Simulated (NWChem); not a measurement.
System: bromine monochloride (BrCl); SMILES ClBr

Here is an NWChem input.

```
start job
memory heap 200 mb stack 900 mb global 1100 mb
geometry units angstroms noautosym nocenter noautoz
  Cl     0.000000     0.000000     1.451792
  Br     0.000000     0.000000    -0.712717
end
basis spherical
  * library def2-svp
end
dft
  xc pbe0
  iterations 150
end
cosmo
  do_cosmo_smd true
  solvent hexane
end
task dft energy
```

Geometry: optimised at PBE0/def2-SVP. Solvent: n-hexane.

Level: PBE0/def2-SVP with SMD (1 M gas to 1 M solution), gas-phase geometry.

Problem. Give the results of this calculation. (PBE0/def2-SVP, SMD on the gas-phase geometry.) Quantities: solvation free energy (kcal/mol); cavity-dispersion-structure term (kcal/mol); dipole in solution (D).

Solution. The solvation free energy (kcal/mol) comes out as -3.1 and the cavity-dispersion-structure term (kcal/mol) is -3.0. The dipole in solution (D) comes out as 0.57.
